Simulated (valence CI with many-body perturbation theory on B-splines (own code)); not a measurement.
# Level structure of Pt46+

Computed by relativistic CI+MBPT: four valence electrons over a frozen Dirac-Fock core [Ar] 3d10, radial functions for each j: 11 s, 11 p, 10 d, 8 f, 5 g, 2 h, with the one-electron correlation potential Σ1, the two-electron term Σ2, the three-electron term Σ3, Breit, model QED; selected CI, second order for the rest, scaled by the run's own slope (own B-spline code, finite nucleus).

No measured spectrum was set against this ion. As an estimate, large intervals hold to a few tenths of a per cent, small ones and those within an open d or f shell to about a per cent. Among the levels kept, up to 410 cm⁻¹ of a level comes from second order outside the variational space, and about a tenth of that is noise between levels of different J, which matters for small intervals.

Levels 181 to 187 of 187, with energies above the lowest level, (4s^2 4p1/2^2) J=0. "Leading %" is the weight of the configuration and term that name the level; weights of strongly mixed levels are sums over their largest components and can fall short. In the jj column 3d3/2^4 stands for four electrons in 3d with j = 3/2.

```tsv
No.	Configuration	Term	J	E (Ry)	Leading %	Second component	g	Leading jj
181	4p3 4d	3D°	1	56.544	36	27 % 4p3 4d 5D°	0.953	4p1/2 4p3/2^2 4d3/2 (74 %)
182	4p3 4d	5D°	0	56.803	37	21 % 4p3 4d 3P°		4p1/2 4p3/2^2 4d3/2 (73 %)
183	4s 4p2 4f	3P°	2	56.809	18	11 % 4s 4p2 4f 1D°	1.145	4s 4p1/2 4p3/2 4f7/2 (40 %)
184	4s 4p2 4f	3F°	3	56.863	20	12 % 4s 4p2 4f 1F°	1.112	4s 4p1/2 4p3/2 4f7/2 (58 %)
185	4s 4p2 4f	3H°	4	56.933	18	18 % 4s 4p 4d2 3H°	1.009	4s 4p1/2 4d5/2^2 (25 %)
186	4s 4p 4d2	3D°	1	56.939	12	9 % 4s 4p 4d2 3P°	1.095	4s 4p1/2 4d5/2^2 (62 %)
187	4s 4p 4d2	3P°	1	57.003	33	16 % 4s 4p 4d2 3D°	1.202	4s 4p1/2 4d5/2^2 (80 %)
```

Where two levels of one J and parity lie close, their mixing, g and order are uncertain.
